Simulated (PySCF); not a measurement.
This PySCF input asks for the NMR shieldings of `InChI=1S/C2H10BNSi2/c1-2-5-6-4-3/h2,4H,1,3,5-6H2`; the geometry comes from GFN2-xTB.

```python
import basis_set_exchange as bse
import numpy as np
from pyscf import gto, dft
from pyscf.prop import nmr

atoms = """
B     3.025246   -0.577463    0.182947
N     2.302745    0.524632   -0.258498
Si    0.603216    0.920264   -0.103175
Si   -0.583598   -0.921410    0.622574
C    -2.438044   -0.566308    0.553924
C    -2.981541    0.582741    0.185810
H     4.181101   -0.635704   -0.009340
H     2.451553   -1.434172    0.741728
H     2.835893    1.240069   -0.732415
H     0.248544    1.430068   -1.442829
H     0.558279    2.094918    0.791219
H    -0.303322   -1.308581    2.016803
H    -0.380617   -2.138058   -0.183531
H    -3.102651   -1.372369    0.841963
H    -2.375230    1.424471   -0.112680
H    -4.049172    0.745847    0.161574
"""
names = dict.fromkeys(["B", "N", "Si", "C", "H"], "pcSseg-1")
basis = {el: gto.basis.parse(bse.get_basis(n, elements=[el], fmt="nwchem")) for el, n in names.items()}
mol = gto.M(atom=atoms, basis=basis, charge=0, verbose=0)
mf = dft.RKS(mol, xc="PBE0")
mf.grids.level = 2
mf.grids.alignment = dft.numint.BLKSIZE   # the property module wants whole blocks of grid points
mf.conv_tol = 1e-9
mf.kernel()

calc = nmr.RKS(mf)   # GIAO
C = mf.mo_coeff
Co = C[:, mf.mo_occ > 0]
resp = mf.gen_response(singlet=True, hermi=2)
def vind(x):   # induced exchange potential for any number of trial vectors
    d = np.einsum("pi,xij,qj->xpq", C, 2 * x.reshape(-1, C.shape[1], Co.shape[1]), Co, optimize=True)
    return np.einsum("xpq,pi,qj->xij", resp(d - d.transpose(0, 2, 1)), C, Co, optimize=True).ravel()
mo1, _ = nmr.rhf.solve_mo1(calc, with_cphf=vind)
sigma = calc.kernel(mo1)
for i, s in enumerate(sigma):   # ppm
    w = np.linalg.eigvalsh((s + s.T) / 2)
    print("%2d %-2s iso %8.1f  s11 %8.1f  s22 %8.1f  s33 %8.1f" % (i, mol.atom_pure_symbol(i), w.mean(), *w))
```

Q: What are the results?

A: 
```
 0 B  iso     57.5  s11     20.1  s22     34.7  s33    117.8
 1 N  iso    143.6  s11     26.5  s22    152.5  s33    251.9
 2 Si iso    391.6  s11    331.6  s22    381.1  s33    462.1
 3 Si iso    426.0  s11    389.4  s22    417.3  s33    471.1
 4 C  iso     45.9  s11    -71.6  s22     31.0  s33    178.4
 5 C  iso     43.8  s11    -80.5  s22     55.2  s33    156.8
 6 H  iso     26.6  s11     24.9  s22     26.6  s33     28.4
 7 H  iso     26.9  s11     24.2  s22     26.3  s33     30.3
 8 H  iso     27.1  s11     21.1  s22     27.2  s33     33.0
 9 H  iso     26.4  s11     22.6  s22     26.0  s33     30.6
10 H  iso     26.4  s11     22.6  s22     25.6  s33     30.8
11 H  iso     27.1  s11     23.7  s22     25.7  s33     31.8
12 H  iso     27.2  s11     23.8  s22     25.9  s33     31.8
13 H  iso     25.1  s11     23.7  s22     24.2  s33     27.4
14 H  iso     25.9  s11     22.9  s22     24.5  s33     30.3
15 H  iso     25.4  s11     22.6  s22     24.6  s33     29.1
```

These numbers come from an equivalent density-fitted implementation of the same equations, which agrees with the script to about 0.01 ppm for H and up to a few tenths of a ppm for heavy atoms, so last digits may differ.

Size and cost of the density-fitted run: 166 basis functions, 36 s wall time on 1 thread of an Arm Neoverse N1, shared host; peak memory 0.75 GiB.
